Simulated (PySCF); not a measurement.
Energy of Nb²⁺ (niobium, charge +2) between two integer charges

The 4d alpha orbital of [Kr] 4d3 is emptied in steps (occupation f), with all orbitals relaxed, ending at [Kr] 4d2. Computed with PySCF 2.14 in aug-cc-pVTZ-PP with ECP28MDF (6s6p5d3f2g, 88 functions), with a scalar-relativistic core potential. The exact energy is a straight line in f; departures are measured from the line between the end points of the same method.

```
  f  UHF (eV)  LDA (eV)  PBE (eV)
  1     0.000     0.000     0.000
0.8     0.128    -0.893    -0.877
0.6     0.188    -1.348    -1.322
0.4     0.185    -1.355    -1.328
0.2     0.121    -0.908    -0.888
  0     0.000     0.000     0.000
```

```csv
method,E(f=0) − E(f=1) (eV),−ε at f=1 (eV),−ε at f=0.4 (eV)
UHF,24.553,25.374,24.381
LDA,25.626,20.081,26.720
PBE,25.568,20.118,26.646
```

Orbital energy along the path (eV):

| f | UHF | LDA | PBE |
| --- | --- | --- | --- |
| 1 | -25.374 | -20.081 | -20.118 |
| 0.8 | -25.021 | -22.248 | -22.257 |
| 0.6 | -24.691 | -24.464 | -24.435 |
| 0.4 | -24.381 | -26.720 | -26.646 |
| 0.2 | -24.089 | -29.010 | -28.883 |
| 0 | -23.813 | -31.319 | -31.138 |

Reference removal energy between the ground levels: 25.04 eV (semi-empirical (NIST evaluation); NIST Atomic Spectra Database, ionization energies). The calculation has no spin-orbit coupling. The determinant left behind need not be the lowest term of the ion. UHF lacks correlation.
